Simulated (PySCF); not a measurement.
Functional dependence of a UV spectrum

CH₇GeNS.
InChI=1S/CH7GeNS/c1-3-2-4/h3-4H,2H2,1H3

Linear-response calculations in the def2-SVPD basis (PySCF; singlets by full response, triplets Tamm–Dancoff, core orbitals frozen in the response; HF means time-dependent Hartree–Fock). 'Strongest' is the level of largest summed f among the singlets computed (10 roots, of which the last may lack a degenerate partner); it can jump between rows when another state enters that window. S1 is the lowest singlet of each run and needn't be the same state throughout; f(S1) is that of one state. Geometry: PBE0-D3(BJ)/def2-SVP, one conformer, isolated molecule. The LDA/def2-SVPD calculation is non-relativistic and has no spin–orbit coupling, an omission that weighs most on germanium.

```csv
functional,kind,S1 (eV),f(S1),strongest (eV),T1 (eV),HOMO (eV),gap (eV),"ionisation energy, ΔSCF (eV)"
LDA,LDA,4.78,0.001,5.12,4.61,-5.65,4.75,8.62
PBE,GGA,4.83,0.001,5.16,4.63,-5.54,4.80,8.47
B3LYP,"global hybrid, 20% exact exchange",5.40,0.006,5.66,5.09,-6.62,6.37,8.73
PBE0,"global hybrid, 25% exact exchange",5.64,0.007,5.88,5.26,-6.84,6.86,8.74
BHandHLYP,"global hybrid, 50% exact exchange",5.99,0.008,6.81,5.61,-8.06,8.65,8.77
CAM-B3LYP,range-separated hybrid,5.79,0.011,6.49,5.45,-8.19,8.93,8.92
wB97X-D,range-separated hybrid,5.95,0.004,6.62,5.61,-8.70,10.35,8.91
LC-wPBE,range-separated hybrid,6.18,0.002,7.17,5.70,-9.54,11.36,9.08
HF,Hartree–Fock,6.45,0.003,8.76,5.86,-9.96,12.10,not settled
```

S1 runs from 4.78 eV (LDA) to 6.45 eV (HF), a spread of 1.67 eV, while the orbital gap spreads over 7.4 eV. Along PBE (0%), B3LYP (20%), PBE0 (25%), BHandHLYP (50%), HF (100%) S1 rises with the share of exact exchange. −ε(HOMO) comes closest to its own ΔSCF ionisation energy with wB97X-D (-0.21 eV) and misses most with LDA (-2.98 eV). 'Not settled' means that the ion's SCF failed to converge or may have ended in another state than the lowest.
